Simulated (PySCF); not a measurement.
## Working out the excitation energy of N

N [He] 2s2 2p3 (4S) → N [He] 2s1 2p4 (4P). All numbers are calculated (PySCF 2.14, the spin-free X2C one-electron Hamiltonian (Gaussian nucleus), in aug-cc-pVDZ-DK). Frozen: 1s2. Energies in hartree (1 hartree = 27.21139 eV):

```tsv
part	N (lower)	N (upper)
UHF	-54.422331	-54.017744
MP2 opposite-spin	-0.052301	-0.050954
MP2 same-spin	-0.022718	-0.021725
```

Problem. What does Hartree-Fock give?

Solution. (-54.017744) − (-54.422331) = 0.404587 hartree = 11.009 eV.

Problem. What do MP2 and SCS-MP2 (6/5 opposite-spin, 1/3 same-spin) give?

Solution. The opposite-spin parts differ by 0.037 eV and the same-spin parts by 0.027 eV. MP2: 11.009 + (0.037) + (0.027) = 11.073 eV. SCS-MP2: 11.009 + 1.2 × (0.037) + (0.027)/3 = 11.062 eV.

Measured between the centres of the two terms (NIST): 10.927 eV, so MP2 (valence) is off by 0.146 eV.

A double-zeta basis recovers only part of the correlation energy.

What remains against the reference includes basis incompleteness, the frozen core and correlation beyond second order.
